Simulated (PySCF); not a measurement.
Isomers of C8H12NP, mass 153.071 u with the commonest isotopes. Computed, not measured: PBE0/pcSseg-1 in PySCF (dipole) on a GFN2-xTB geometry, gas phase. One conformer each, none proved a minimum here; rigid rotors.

Question: Order these by rotational constant B, smallest first.
A. `Cc1cc(N(C)C)ccp1`
B. `N(C)(C)c1cpccc1C`
C. `[CH3:1][c:2]1[cH:3][p:4][cH:5][n:6]1[CH:7]1[CH2:8][CH2:9][CH2:10]1` with C5–N6–C7–C8 18°, N6–C7–C8–C9 137°, C7–C8–C9–C10 -16°, C8–C9–C10–C7 16°, N6–C7–C10–C9 -137°
D. `[CH3:1][CH2:2][c:3]1[p:4][cH:5][n:6][c:7]([CH3:8])[c:9]1[CH3:10]` with C1–C2–C3–P4 98°

Answer: A (791.2 MHz), C (829.0 MHz), B (939.5 MHz), D (1101 MHz).

Question: Order these by rotational constant C, largest first.
A. `[CH3:1][c:2]1[cH:3][p:4][cH:5][n:6]1[CH:7]1[CH2:8][CH2:9][CH2:10]1` with C5–N6–C7–C8 18°, N6–C7–C8–C9 137°, C7–C8–C9–C10 -16°, C8–C9–C10–C7 16°, N6–C7–C10–C9 -137°
B. `[CH2:1]=[P:2]1([n:3]2[cH:4][cH:5][cH:6][cH:7]2)[CH2:8][CH2:9][CH2:10]1` with C1–P2–N3–C4 -47°, C1–P2–C8–C9 -158°, P2–C8–C9–C10 20°, C8–C9–C10–P2 -19°, C1–P2–C10–C9 131°
C. `[CH3:1][CH2:2][c:3]1[p:4][cH:5][n:6][c:7]([CH3:8])[c:9]1[CH3:10]` with C1–C2–C3–P4 98°
D. `Cc1cc(N(C)C)ccp1`
E. `c1(cpccc1C)N(C)C`

Answer: B (806.0 MHz), C (685.5 MHz), E (668.0 MHz), A (634.7 MHz), D (583.0 MHz).

Question: Order these by out-of-plane moment Σ m c² = (Ia + Ib − Ic)/2, smallest first.
A. `CC1=PC=CC(N(C)C)=C1`
B. `[CH3:1][c:2]1[cH:3][p:4][cH:5][n:6]1[CH:7]1[CH2:8][CH2:9][CH2:10]1` with C5–N6–C7–C8 18°, N6–C7–C8–C9 137°, C7–C8–C9–C10 -16°, C8–C9–C10–C7 16°, N6–C7–C10–C9 -137°
C. `[CH2:1]=[P:2]1([n:3]2[cH:4][cH:5][cH:6][cH:7]2)[CH2:8][CH2:9][CH2:10]1` with C1–P2–N3–C4 -47°, C1–P2–C8–C9 -158°, P2–C8–C9–C10 20°, C8–C9–C10–P2 -19°, C1–P2–C10–C9 131°
D. `[CH3:1][CH2:2][c:3]1[p:4][cH:5][n:6][c:7]([CH3:8])[c:9]1[CH3:10]` with C1–C2–C3–P4 98°
E. `CC1=C(N(C)C)C=PC=C1`

Answer: A (6.68 u·Å²), B (21.79 u·Å²), D (26.81 u·Å²), E (31.61 u·Å²), C (75.50 u·Å²).

```
           SMILES  point group  Ia (u·Å²)  Ib (u·Å²)  Ic (u·Å²)      κ  μa (D)  μb (D)  μc (D)
   Cc1cpcn1C1CCC1           C1     230.16     609.61     796.20  -0.75    4.18    1.44    0.50
   Cc1ccpcc1N(C)C           C1     281.86     537.95     756.58  -0.52    2.44    0.96    0.20
 Cc1cc(N(C)C)ccp1           C1     241.43     638.73     866.79  -0.72    4.31    1.21    0.05
   CCc1pcnc(C)c1C           C1     331.89     459.02     737.28  -0.01    0.96    2.69    0.18
C=P1(n2cccc2)CCC1           C1     244.08     533.97     627.05  -0.78    1.75    2.25    0.04
```
